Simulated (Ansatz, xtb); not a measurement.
Two isomers of C5H3NOS

Structure I is `c1nc2sccc2o1`, a singlet and structure II is `N#Cc1cocc1S`, a singlet. Both are isolated molecules in the gas phase, relaxed with r2SCAN-D4/def2-SVP; the shapes shown needn't be the lowest conformers.

I (Å):

```xyz
11

C    -1.9050    1.4641    2.5917
C    -1.0218    2.0424    0.7890
C    -0.8147    1.2226   -1.5175
C    -1.5631    0.3387   -0.7660
C    -1.6626    0.8393    0.5524
N    -1.1863    2.4259    2.0930
O    -2.2400    0.4575    1.7236
S    -0.2479    2.6240   -0.6434
H    -2.2735    1.3584    3.6110
H    -0.5528    1.1304   -2.5718
H    -1.9934   -0.5848   -1.1531
```

II (Å):

```csv
atom,x (Å),y (Å),z (Å)
C,-1.9991,0.9815,2.2385
C,-1.2949,1.2568,1.0427
C,-0.0084,1.7317,0.8993
C,-0.7929,1.4715,-1.1309
C,-1.8123,1.0850,-0.3004
N,-2.6279,0.7376,3.1904
O,0.2921,1.8601,-0.3980
S,-3.3995,0.5077,-0.7655
H,0.7595,2.0041,1.6194
H,-0.6883,1.5249,-2.2109
H,-3.8387,0.3299,0.5016
```

Energies in hartree; the thermal terms are from GFN2-xTB frequencies at re-optimised GFN2-xTB minima (ideal gas, soft modes damped towards free rotors, one conformer each, 298.15 K, 1 atm) and include the zero-point energy:

|  | I | II |
| --- | --- | --- |
| E, CCSD(T)/def2-SVP | −718.699423 | −718.694520 |
| E, MP2/def2-SVP | −718.621104 | −718.613745 |
| E, MP2/def2-TZVPP | −719.391583 | −719.377180 |
| zero-point energy | 0.070428 | 0.065567 |
| H(298 K) − E | 0.076997 | 0.073800 |
| G(298 K) − E | 0.040450 | 0.033417 |

Question: Correct the CCSD(T) difference for the basis set by the MP2 change, then work out ΔE, ΔE₀, ΔH and ΔG for I → II in kJ/mol (1 Eh = 2625.50 kJ/mol) and the equilibrium ratio [II]/[I].

Answer: 1. Differences II − I: CCSD(T) +0.004903, MP2 in the small set +0.007359, MP2 in the large set +0.014403 Eh.
2. ΔE = +0.004903 + (+0.014403 − (+0.007359)) = +0.011947 Eh = +31.37 kJ/mol.
3. ΔE₀ = ΔE + ΔZPE = +0.011947 + (−0.004861) Eh = +18.60 kJ/mol.
4. ΔH = ΔE + (−0.003197) Eh = +22.97 kJ/mol.
5. ΔG = ΔE + (−0.007033) Eh = +12.90 kJ/mol, so ΔS = (ΔH − ΔG)/T = +33.8 J/(mol K).
6. kT = 0.9442 mEh, so K = [II]/[I] = exp(−ΔG/kT) = exp(−5.20) ≈ 0.0055.

Structure I is favoured at this temperature. An error of 4 kJ/mol in ΔG would change K by a factor of 5. The basis-set step is large, which makes the value less sure. HF/def2-SVP gave ΔE the other sign. Mirror images and further conformers aren't counted.

As drawn, II has 1 C≡N, 1 C–C, 1 C–S, 1 S–H in place of 2 C∷N, 2 C∷S, 1 C–H (∷ is an aromatic bond). Structure I has 2 5-membered rings (with an aromatic ring), II a 5-membered ring (with an aromatic ring).

Other levels gave ΔE = +111.8 (GFN2-xTB); +55.8 (HF/STO-3G, GFN2-xTB geometries); +54.6 (r2SCAN-D4/def2-SVP//GFN2-xTB); +54.3 (r2SCAN-D4/def2-SVP); −4.7 (HF/def2-SVP); +19.3 (MP2/def2-SVP); +12.9 (CCSD(T)/def2-SVP) kJ/mol. The correlated steps freeze 12 core orbitals. Programs: Ansatz 0.2.0, xtb 6.7.1.
